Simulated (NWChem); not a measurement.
# SiH₃O₂Br; SMILES O[SiH](O)Br

```xyz
7

Si    -0.0119     0.9652     0.3850
O     -1.3134     1.7332    -0.2568
O      1.3796     1.5701    -0.2648
Br    -0.0282    -1.2525    -0.0399
H     -0.1258     1.1348     1.8405
H     -1.3436     1.8231    -1.2207
H      2.0924     0.9399    -0.4405
```
Atoms are numbered in this order, from 1.

All runs: NWChem. Pople sets run with spherical d functions. All runs use the structure optimised with B3LYP/6-31G* (spherical d).

Task: Predict the results for PBE/6-31G*. Quantities: highest occupied level (eV); orbital gap (eV); dipole (D).

Result: The highest occupied level (eV) is -7.11. The orbital gap (eV) comes out as 6.90 and the dipole (D) is 1.64.
